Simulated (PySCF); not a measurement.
Relativity neglected, a single conformation, no solvent, fast rotation and ring inversion assumed for equivalent nuclei. GIAO PBE0/pcSseg-1 shieldings; structure optimised with GFN2-xTB; PySCF.

Shifts are taken against calculated references (same method and geometry level): 1H (σ = 31.72 ppm) and 13C (σ = 186.93 ppm) against TMS. Shifts are as computed. Against solution values, carbons near 30 ppm lie about +3 ppm off and those near 130 ppm about +5 ppm. Of 1211 compounds with measured shifts, 218 miss one by over three times the rms of a fit or turn the order of signals round; such compounds aren't used in these exercises. OH and NH positions are gas-phase values without hydrogen bonding to other molecules.

(1) Order these molecules by the shift of their most deshielded carbon, lowest δ first.
A. C#CC1CC(=N)C1
B. CN(C)[Si@H](N)/C(F)=C\[SiH3]
C. F/C=C\CO[SiH3]
D. CC/C(C)=C(C)\C=N/C

(2) Order these molecules by the shift of their most shielded carbon, lowest δ first.
A. Cc1ccccn1
B. CN(C)[Si@H](N)/C(F)=C\[SiH3]
C. CC/C(C)=C(C)\C=N/C
D. F/C=C\CO[SiH3]

(3) How many 13C and 1H signals does each give (equivalence by symmetry and fast rotation, but not about amide C–N or C=N bonds)? `CN(C)[Si@H](N)/C(F)=C\[SiH3]`, `CC/C(C)=C(C)\C=N/C`, `C#CC1CC(=N)C1`, `Cc1ccccn1`, `F/C=C\CO[SiH3]`

Answers

(1) C (156.3 ppm, alkene CH), D (170.1 ppm, C=N carbon), A (180.6 ppm, C=N carbon), B (187.4 ppm, fully substituted alkene carbon).

(2) C (17.1 ppm, methyl carbon), A (27.6 ppm, methyl carbon on an aromatic ring), B (39.7 ppm, methyl carbon bonded to N), D (62.2 ppm, allylic sp3 CH2 bonded to O).

(3) CN(C)[Si@H](N)/C(F)=C\[SiH3]: 3 C, 5 H; CC/C(C)=C(C)\C=N/C: 8 C, 6 H; C#CC1CC(=N)C1: 6 C, 7 H; Cc1ccccn1: 6 C, 5 H; F/C=C\CO[SiH3]: 3 C, 4 H.
